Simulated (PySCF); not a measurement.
ZrO₂, SMILES [O]=[Zr]=[O], multiplicity 1.

The structure is a stationary point at B3LYP-D3(BJ)/def2-TZVP. The multiplicity is an assumed one; other spin states were not compared. The isomer is the one that the SMILES or the coordinates give; other isomers of the formula were not compared. The def2 effective core potentials stand for the cores of Zr; spin–orbit coupling is left out.

Method: HF/def2-TZVPD run with PySCF.

Symmetry labels are those of the subgroup C2v that the program uses (full group C2v).

Computed valence orbital energies around the gap with their symmetry:
| orbital | symmetry | energy (eV) |
|---|---|---|
| HOMO−7 | A1 | -30.48 |
| HOMO−6 | B2 | -29.93 |
| HOMO−5 | A1 | -12.98 |
| HOMO−4 | B2 | -12.44 |
| HOMO−3 | A2 | -11.70 |
| HOMO−2 | B1 | -11.17 |
| HOMO−1 | A1 | -11.07 |
| HOMO | B2 | -10.47 |
| LUMO | A1 | -1.24 |
| LUMO+1 | B1 | 0.24 |
| LUMO+2 | A1 | 1.00 |
| LUMO+3 | B2 | 1.22 |
